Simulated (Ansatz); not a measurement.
Z-matrix (Å, degrees):
```
C
C 1 1.516
H 1 1.092 2 110.6
H 1 1.093 2 111.0 3 120.8
H 1 1.094 2 110.8 3 -119.6
N 2 1.449 1 111.9 3 58.7
H 2 1.096 1 109.4 3 -60.7
H 2 1.100 1 109.5 3 -176.5
Si 6 1.715 2 123.6 1 -150.6
H 6 1.009 2 113.3 1 55.1
H 9 1.488 6 108.6 2 54.2
H 9 1.496 6 115.4 2 -65.4
H 9 1.486 6 107.4 2 174.2
```

The species carries charge 0 and has multiplicity 1.

Q: List the r2SCAN/def2-TZVPP orbital energies in eV (Ansatz). (Estimate.)

A: Ansatz gave: Occupied: -1790.86, -384.82, -273.90, -272.81, -141.28, -96.15, -96.14, -96.12, -23.11, -19.12, -15.87, -13.81, -12.18, -11.24, -10.86, -9.46, -9.29, -8.63, -8.39, -8.37, -5.69. Lowest empty: 0.19, 1.23, 1.63, 1.72, 1.98, 2.19, 2.87, 3.31.
